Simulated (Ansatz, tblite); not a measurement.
Cost and result up the ladder for Li4H3 (the lowest doublet isomer of a short search) (7 atoms). Total charge 0; doublet. Geometry: PBE-D4/def2-TZVP.

Cartesian coordinates in Å:
```
Li -0.903 -0.591 -1.330
Li -0.254 -0.588 1.082
Li -0.326 1.682 0.040
Li 1.647 -0.136 -0.469
H -1.519 0.313 0.121
H 0.959 0.770 0.948
H 0.395 -1.450 -0.391
```

Ansatz on 4 threads of Arm Neoverse V2 on a shared host; xTB runs through tblite on one thread. Times are rough, summed over both states, and most runs start from the orbitals of an earlier one. CCSD(T)/def2-TZVPP serves as the yardstick here, not as an exact answer. The other state is a singlet.

The xTB rows come from tblite. Correlated methods freeze no core orbitals; core or outer-core shells of Li are correlated, in sets that lack core-valence functions. The structure comes from a short search, and lower isomers may exist.

Correlated methods converge slowly with the basis.

Raw xTB energies of ions are shifted by several eV, and xTB has no spin-polarisation term.

| level | functions | wall time |
| --- | --- | --- |
| GFN2-xTB | 19 | 0.004 s |
| GFN1-xTB | 22 | 0.008 s |
| PBE-D4/def2-TZVP | 74 | 0.95 s |
| PBE0-D4/def2-TZVP | 74 | 1.4 s |
| r2SCAN-D4/def2-TZVP | 74 | 2 s |
| CCSD(T)/def2-TZVPP | 118 | 9.8 s |

Problem. Estimate what each level gives for the vertical IE (eV).

Solution. 
```tsv
level	vertical IE (eV)	difference from CCSD(T)/def2-TZVPP (eV)
GFN2-xTB	8.55	4.05
GFN1-xTB	12.01	7.50
PBE-D4/def2-TZVP	4.85	0.35
PBE0-D4/def2-TZVP	4.82	0.32
r2SCAN-D4/def2-TZVP	4.76	0.26
CCSD(T)/def2-TZVPP	4.50	0.00
```
